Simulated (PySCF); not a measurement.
SMILES B/C=C\SC (C3H7BS), GFN2-xTB optimised geometry.

```
12

B      2.23     0.59     0.00
C      1.34    -0.66     0.00
C     -0.01    -0.66     0.00
S     -1.02     0.75     0.00
C     -2.66    -0.04     0.00
H      1.74     1.65     0.00
H      3.39     0.47     0.00
H      1.78    -1.65     0.00
H     -0.58    -1.58     0.00
H     -2.77    -0.66     0.89
H     -2.77    -0.65    -0.90
H     -3.39     0.75     0.00
```

Density from PySCF 2.14.0 with B3LYP/def2-TZVP at that geometry.

Minimum of the electron density along straight lines between bonded atoms, close to the bond critical point (lines longer than 1.1 times the sum of covalent radii, or with two minima, are not listed):

```tsv
bond	length / Å	ρ at the minimum / e bohr⁻³	∇²ρ there / e bohr⁻⁵	position (fraction from the first atom)
B1–C2	1.529	0.195	-0.16	0.33
C2–C3	1.346	0.344	-1.07	0.46
C3–S4	1.738	0.212	-0.44	0.49
S4–C5	1.823	0.180	-0.30	0.53
B1–H6	1.171	0.191	-0.33	0.44
B1–H7	1.170	0.192	-0.35	0.44
C2–H8	1.086	0.282	-0.98	0.64
C3–H9	1.083	0.289	-1.04	0.65
C5–H10	1.086	0.284	-0.99	0.64
C5–H11	1.086	0.284	-0.99	0.64
C5–H12	1.085	0.284	-0.99	0.65
```
